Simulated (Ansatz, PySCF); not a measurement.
SnHI3, SMILES [I][SnH]([I])[I]. Atoms are numbered in the order given.

```xyz
5

Sn     0.0000     0.0000     0.6876
I     -2.2066     1.2740    -0.2314
I      0.0000    -2.5480    -0.2314
I      2.2066     1.2740    -0.2314
H      0.0000     0.0000     2.4038
```
Charge 0, spin multiplicity 1.

Coordinates come from a B3LYP-D3(BJ)/def2-SVP optimisation. The structure was generated by enumeration; whether it is a known compound was not checked. The def2 effective core potentials stand for the cores of I, Sn; spin–orbit coupling is left out.

Vertical ionisation energy (IE) and electron affinity (EA) in eV. Rows of orbital energies are one-electron estimates. Where ΔSCF, EOM or ADC give a negative EA the extra electron is unbound and the value depends on the basis.

```tsv
level	IE	EA
−ε(HOMO), −ε(LUMO), M06-2X/def2-TZVP (PySCF)	8.95	2.33
−ε(HOMO), −ε(LUMO), PBE/def2-TZVP (PySCF)	6.66	3.92
ΔSCF, PBE/def2-SVPD (Ansatz), final states of multiplicity 2 and 2	8.92	1.88
```

Task: What vertical singlet–triplet gap does ΔSCF give with PBE/def2-SVPD (Ansatz, a first-principles code)? (The exact figures need the calculation; the answer reports its results.)

Result: 2.72 eV (triplet above singlet where positive).
